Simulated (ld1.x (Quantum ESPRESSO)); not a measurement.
**nitrogen: variants of one ultrasoft potential**

Base potential:

- Element: nitrogen
- Generator: ld1.x (Quantum ESPRESSO) 7.5
- Type: ultrasoft
- Functional: LDA (PZ)
- Relativity: scalar-relativistic
- Frozen core: [He]
- Valence charge: 5
- Reference configuration: 2s2 2p3
- Partial waves: 2s (bound): rcut 0.80, rcutus 0.95 bohr; 2s channel at -0.35 Ry: rcut 0.80, rcutus 0.95 bohr; 2p (bound): rcut 1.15, rcutus 1.25 bohr; 2p channel at -0.2 Ry: rcut 1.15, rcutus 1.25 bohr
- Local potential: all-electron potential smoothed inside 0.75 bohr (lloc = -1)
- Core correction: Bessel-smoothed model core, default radius (core density twice the valence density)
- Augmentation charge: PSQ, inside the norm-conserving radii

Cutoffs, loose and tight: the cutoffs (Ry, on a coarse ladder) from which the occupation-weighted sum of valence levels, in a spherical-Bessel basis at the reference potential, stays within 10 and 1 mRy of its value at 400 Ry. They do not see the model core or the augmentation charge, which bear on the density cutoff. Test errors are all-electron minus pseudo excitation energies from the reference, over the configurations 2s2 2p2; 2s2 2p1; 2s2 2p0; 2s2 2p3.3; 2s2 2p2.5; 2s1 2p4; 2s1 2p3 (two spin-polarised tests are not counted in the largest error). A dash means not determined; rows that change the core or the reference have their own tests.

The default core radius of the base comes out at 0.41 bohr.

```csv
change,outcome,"cutoff, loose","cutoff, tight",bound ghosts,largest test error (meV)
base,generated,45 Ry,70 Ry,none,-265
core correction Bessel-smoothed model core inside 0.46 bohr,generated,45 Ry,70 Ry,none,-261
core correction Bessel-smoothed model core inside 0.56 bohr,generated,45 Ry,70 Ry,none,-241
core correction Bessel-smoothed model core inside 0.82 bohr,generated,45 Ry,70 Ry,none,-92
core correction Bessel-smoothed model core inside 1.02 bohr,generated,45 Ry,70 Ry,none,+22
core correction Bessel-smoothed model core inside 1.14 bohr,generated,45 Ry,70 Ry,none,+51
```

(1) What comes out with this change to the base: core correction Bessel-smoothed model core inside 0.70 bohr?

(2) What comes out with this change to the base: core correction none?

Results:

(1) outcome: generated; cutoff, loose: 45 Ry; cutoff, tight: 70 Ry; bound ghosts: none; largest test error (meV): -173.

(2) outcome: generated; cutoff, loose: 45 Ry; cutoff, tight: 70 Ry; bound ghosts: none; largest test error (meV): +71.
